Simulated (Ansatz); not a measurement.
Calculated with Ansatz (gas phase, PBE0-D4/def2-TZVP geometries, no zero-point term in ΔE). CCSD(T)/CBS adds triple-zeta CCSD(T) − MP2 to the extrapolated MP2 energy (def2 sets, frozen cores). DFT in def2-TZVPP. B3LYP here is the variant with VWN-RPA as its local correlation; programs differ in this. HSE06 is defined as in plane-wave codes. For Ge outer-core shells are correlated without core-valence functions, which leaves a few kJ/mol of doubt a bond. Scalar relativity is left out up to krypton. One conformer a species, not always the lowest.

Reaction (redistribution): `S[SiH]1BO1` + `[SiH3][GeH2][Cl]` → `[SiH3][SiH]1BO1` + `[SH][GeH2][Cl]`

Is it downhill or uphill in electronic energy at CCSD(T)/CBS, and by how much? (Estimate.)

The calculation gave: Uphill: ΔE = +0.32 eV.

What do these levels give: B3LYP-D4, r2SCANh-D4, HSE06-D4, ωB97X-V, RPA@PBE/def2-TZVPP, CCSD/CBS(def2)? (Best estimate.)

The calculation gave: B3LYP-D4 0.30, r2SCANh-D4 0.30, HSE06-D4 0.29, ωB97X-V 0.30, RPA@PBE/def2-TZVPP 0.28, CCSD/CBS(def2) 0.33 eV.

Largest T1 diagnostic among the species: 0.017.

From BLYP to BHLYP (50 % exact exchange), in def2-TZVPP and without D4, ΔE moves by +0.04 eV. Leaving LDA and LC-ωPBE aside and taking each functional with its dispersion term where it has one, the values, not all of them listed here, spread over 0.08 eV, from B97M-V to ωB97M-V. At CCSD(T), def2-SVP lies −0.10 eV from the extrapolated value and def2-TZVPP −0.03 eV.
